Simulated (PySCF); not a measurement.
# Tl2 and its ions

UHF-CCSD(T); basis Tl cc-pVDZ-PP with ECP60; scalar-relativistic core potentials; PySCF 2.14. Neutral (UHF): triplet (σ ↑, π ↑), Re = 3.159 Å, ωe = 82.1 cm⁻¹, De = 0.97 eV.

Tl₂⁺ (UHF): doublet (σ ↑), Re = 3.658 Å, ωe = 51.2 cm⁻¹, De = 1.16 eV to Tl⁺ + Tl. The energies at the minima are -343.19563 hartree for Tl2 and -343.01048 for Tl₂⁺.

Question: Work out the adiabatic ionisation energy, without and with harmonic zero-point energies (1 hartree = 27.2114 eV, 1 eV = 8065.5 cm⁻¹), and the change of the bond length.

Answer: At UHF-CCSD(T): 0.18515 hartree = 5.038 eV between the minima; the zero-point term (51.2 − 82.1)/2 cm⁻¹ = -0.002 eV makes it 5.036 eV. Re changes by +49.9 pm against the neutral. The electron leaves a π orbital, and the longer bond of the ion fits a bonding orbital, or a change in how ionic the bond is.

Correlated steps freeze 8 core orbitals. Correlated levels converge slowly with the basis: in double zeta they bind strong bonds too weakly, by up to about 1 eV, and carry superposition errors of some tenths. These are scalar-relativistic numbers at best; spin–orbit coupling would shift them, the dissociation energy most. States were picked by a PBE0 search and need not be the measured ground states.
